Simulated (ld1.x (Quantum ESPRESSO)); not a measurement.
**Ranking TM potentials for Ba**

All share these settings but for the change named:

- Element: Ba
- Generator: ld1.x (Quantum ESPRESSO) 7.5
- Type: norm-conserving Troullier–Martins (Kleinman–Bylander form)
- Functional: PBE
- Relativity: scalar-relativistic
- Frozen core: [Kr] 4d10
- Valence charge: 10
- Reference configuration: 5s2 5p6 5d0 6s0 6p0 (charge +2)
- Partial waves: 5p (bound): rc 3.30 bohr; 5d (bound, empty): rc 4.10 bohr; 5s (bound): rc 1.80 bohr
- Local potential: the s channel
- Core correction: a·sin(br)/r model core, default radius (core density twice the valence density)

Cutoff: the first of the cutoffs (Ry, on a coarse ladder) from which the occupation-weighted sum of valence levels, in a spherical-Bessel basis at the reference potential, stays within 10 and 1 mRy of its value at 400 Ry; the density cutoff is not measured.

The base gives 40 Ry.

Of 7 variants that were run, those that failed, showed a ghost or another fault, or gave nearly equal values are left out.

A variant can come out equal or close to the base.

Rank these variants from softest to hardest (loose cutoff).
A. all radii but the core radius scaled by about 1.39 (s 2.50, p 4.58, d 5.70 bohr)
B. all radii but the core radius scaled by about 1.27 (s 2.30, p 4.20, d 5.22 bohr)
C. all radii but the core radius scaled by about 1.12 (s 2.02, p 3.70, d 4.60 bohr)
D. all radii but the core radius scaled by about 0.88 (s 1.58, p 2.90, d 3.60 bohr)
E. all radii but the core radius scaled by about 1.20 (s 2.16, p 3.96, d 4.92 bohr)

A (15 Ry), B (25 Ry), E (30 Ry), C (35 Ry), D (40 Ry).
